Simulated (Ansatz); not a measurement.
Born–Oppenheimer molecular dynamics of CH4Cl2Sn (8 atoms, charge 0, multiplicity 1). It starts from a relaxed structure.

Method: RHF/def2-SVP in Ansatz 0.2.0.

```json
{
 "ensemble": "NVT, Nosé–Hoover chain",
 "time step": "0.5 fs",
 "steps asked": "150",
 "set temperature": "3000 K",
 "thermostat": "time constant 300 fs, chain length 3",
 "seed": "576522"
}
```

Frames 2.5 fs apart, positions in Å, forces in eV/Å.

Velocities at 10.0 fs (Å/ps):

```
Sn -2.03 1.35 2.81
Cl 6.87 -1.24 6.53
H -48.38 0.26 -3.28
Cl 1.86 -8.26 -8.11
C -5.29 6.59 -11.53
H 31.31 16.96 -19.08
H 27.09 30.97 -49.29
H -15.08 48.10 -66.29
```

```xyz
8
Properties=species:S:1:pos:R:3:forces:R:3 time_fs=10.0 energy_less_start_eV=0.909 T=1829
Sn 0.019 -0.030 -0.016 1.20 -0.85 0.84
Cl 0.060 -0.014 2.382 0.17 0.09 -0.86
H 1.317 0.523 -0.995 0.65 -0.80 0.80
Cl -1.067 1.785 -0.837 -1.62 1.65 -0.20
C -1.032 -1.666 -0.851 0.77 -0.10 -0.86
H -1.664 -2.385 -0.374 -0.18 -0.16 1.00
H -1.644 -0.979 -1.395 -0.88 -0.14 -0.93
H -0.387 -2.206 -1.560 -0.11 0.30 0.22
8
Properties=species:S:1:pos:R:3:forces:R:3 time_fs=12.5 energy_less_start_eV=1.195 T=1464
Sn 0.015 -0.026 -0.009 0.38 -1.51 1.39
Cl 0.078 -0.017 2.398 0.13 0.07 -1.02
H 1.227 0.503 -0.985 1.75 -0.43 0.19
Cl -1.064 1.766 -0.857 -1.85 2.03 -0.27
C -1.042 -1.647 -0.884 1.38 2.29 -3.35
H -1.608 -2.364 -0.386 -1.12 -1.03 1.04
H -1.600 -0.916 -1.528 -0.70 -1.17 0.87
H -0.427 -2.081 -1.708 0.04 -0.26 1.15
8
Properties=species:S:1:pos:R:3:forces:R:3 time_fs=15.0 energy_less_start_eV=1.311 T=1315
Sn 0.010 -0.024 -0.001 0.19 -1.64 1.35
Cl 0.095 -0.020 2.411 0.07 0.05 -1.15
H 1.236 0.456 -0.961 1.95 -0.27 0.08
Cl -1.064 1.750 -0.878 -1.83 2.19 -0.30
C -1.046 -1.619 -0.933 -0.42 0.77 -1.53
H -1.605 -2.388 -0.347 0.38 0.87 -0.88
H -1.602 -0.917 -1.616 -1.02 -0.90 1.44
H -0.463 -1.972 -1.793 0.69 -1.07 0.99
8
Properties=species:S:1:pos:R:3:forces:R:3 time_fs=17.5 energy_less_start_eV=1.050 T=1652
Sn 0.006 -0.023 0.008 1.00 -1.29 0.51
Cl 0.113 -0.022 2.423 -0.01 0.03 -1.22
H 1.356 0.392 -0.929 0.85 -0.42 0.71
Cl -1.067 1.738 -0.899 -1.57 2.13 -0.30
C -1.052 -1.586 -0.989 -0.64 -0.52 0.67
H -1.586 -2.369 -0.353 0.79 1.15 -1.39
H -1.665 -0.967 -1.625 -1.47 0.21 0.62
H -0.458 -1.925 -1.821 1.05 -1.28 0.40
8
Properties=species:S:1:pos:R:3:forces:R:3 time_fs=20.0 energy_less_start_eV=0.668 T=2141
Sn 0.002 -0.022 0.017 1.88 -1.00 -0.22
Cl 0.131 -0.025 2.433 -0.11 0.02 -1.24
H 1.525 0.302 -0.856 -0.48 -0.45 1.16
Cl -1.073 1.729 -0.921 -1.21 1.98 -0.24
C -1.060 -1.555 -1.043 0.46 0.39 -0.36
H -1.527 -2.293 -0.432 -0.17 -0.85 0.29
H -1.809 -1.011 -1.595 -0.47 0.29 0.09
H -0.397 -1.948 -1.821 0.10 -0.38 0.52
8
Properties=species:S:1:pos:R:3:forces:R:3 time_fs=22.5 energy_less_start_eV=0.769 T=2015
Sn -0.001 -0.021 0.025 2.26 -0.95 -0.47
Cl 0.148 -0.028 2.441 -0.24 0.02 -1.20
H 1.668 0.187 -0.715 -1.27 -0.27 1.10
Cl -1.081 1.724 -0.944 -0.85 1.81 -0.14
C -1.067 -1.522 -1.099 -0.03 0.82 -0.81
H -1.475 -2.264 -0.494 -0.51 -1.74 1.33
H -1.976 -1.040 -1.558 1.52 -0.27 -0.02
H -0.331 -1.993 -1.792 -0.87 0.59 0.21
8
Properties=species:S:1:pos:R:3:forces:R:3 time_fs=25.0 energy_less_start_eV=0.910 T=1833
Sn -0.003 -0.021 0.034 2.05 -1.05 -0.40
Cl 0.165 -0.031 2.446 -0.39 0.02 -1.10
H 1.739 0.056 -0.511 -1.42 0.00 0.65
Cl -1.090 1.722 -0.966 -0.52 1.61 -0.02
C -1.074 -1.487 -1.157 -1.32 -1.90 2.56
H -1.446 -2.319 -0.494 0.51 0.69 -0.34
H -2.061 -1.082 -1.524 1.84 -0.11 -0.57
H -0.311 -2.007 -1.754 -0.75 0.74 -0.77
8
Properties=species:S:1:pos:R:3:forces:R:3 time_fs=27.5 energy_less_start_eV=1.033 T=1677
Sn -0.004 -0.022 0.043 1.20 -1.16 -0.28
Cl 0.181 -0.033 2.450 -0.58 0.05 -0.90
H 1.728 -0.076 -0.269 -0.84 0.24 0.00
Cl -1.100 1.723 -0.989 -0.21 1.39 0.12
C -1.087 -1.461 -1.203 0.09 -3.06 4.75
H -1.393 -2.342 -0.506 0.46 1.45 -0.84
H -2.047 -1.127 -1.525 -0.07 0.69 -1.30
H -0.333 -1.980 -1.761 -0.04 0.40 -1.54
8
Properties=species:S:1:pos:R:3:forces:R:3 time_fs=30.0 energy_less_start_eV=0.990 T=1731
Sn -0.004 -0.023 0.051 -0.06 -1.08 -0.37
Cl 0.197 -0.036 2.453 -0.82 0.08 -0.59
H 1.669 -0.194 -0.027 0.26 0.34 -0.60
Cl -1.110 1.726 -1.011 0.09 1.16 0.28
C -1.099 -1.448 -1.226 1.64 -1.85 3.21
H -1.316 -2.290 -0.562 -0.35 -0.07 0.16
H -2.031 -1.133 -1.599 -0.73 0.88 -1.02
H -0.361 -1.926 -1.854 -0.03 0.55 -1.07
8
Properties=species:S:1:pos:R:3:forces:R:3 time_fs=32.5 energy_less_start_eV=1.229 T=1425
Sn -0.005 -0.025 0.059 -0.74 -0.87 -0.65
Cl 0.211 -0.038 2.454 -1.07 0.15 -0.20
H 1.623 -0.292 0.180 0.90 0.33 -1.00
Cl -1.120 1.731 -1.033 0.36 0.91 0.45
C -1.104 -1.445 -1.235 0.99 0.95 -1.18
H -1.260 -2.247 -0.606 -0.99 -2.18 1.28
H -2.045 -1.093 -1.726 1.03 0.00 0.79
H -0.393 -1.839 -2.005 -0.48 0.71 0.51
8
Properties=species:S:1:pos:R:3:forces:R:3 time_fs=35.0 energy_less_start_eV=1.507 T=1067
Sn -0.005 -0.027 0.066 -0.38 -0.86 -0.81
Cl 0.223 -0.041 2.455 -1.26 0.22 0.13
H 1.627 -0.370 0.328 0.50 0.43 -1.36
Cl -1.130 1.738 -1.054 0.57 0.67 0.60
C -1.104 -1.438 -1.248 0.37 -0.27 -0.88
H -1.256 -2.309 -0.593 -0.50 -0.05 -0.82
H -2.009 -1.050 -1.811 0.81 -0.26 1.73
H -0.450 -1.713 -2.130 -0.11 0.12 1.41
8
Properties=species:S:1:pos:R:3:forces:R:3 time_fs=37.5 energy_less_start_eV=1.783 T=714
Sn -0.006 -0.030 0.074 0.16 -1.01 -0.83
Cl 0.233 -0.043 2.456 -1.35 0.28 0.28
H 1.659 -0.422 0.395 -0.13 0.58 -1.60
Cl -1.139 1.746 -1.075 0.72 0.43 0.73
C -1.101 -1.433 -1.264 0.88 -1.45 1.40
H -1.282 -2.379 -0.623 0.01 1.41 -1.88
H -1.934 -1.016 -1.800 -1.27 0.44 1.11
H -0.510 -1.581 -2.177 0.98 -0.69 0.79
```

Of the whole run (75 fs, mean temperature of the second half 1107 K): The conserved energy stayed within 0.52 meV per atom of its start (net change 0.077 meV per atom), so the integration is sound. The mean temperature of the second half is 63 % below the set value. A run of 0.075 ps of so small a system gives no equilibrium averages.

The run took 7.1 min on 1 thread of Arm Neoverse V1, on a shared host, peak memory 0.2 GiB.
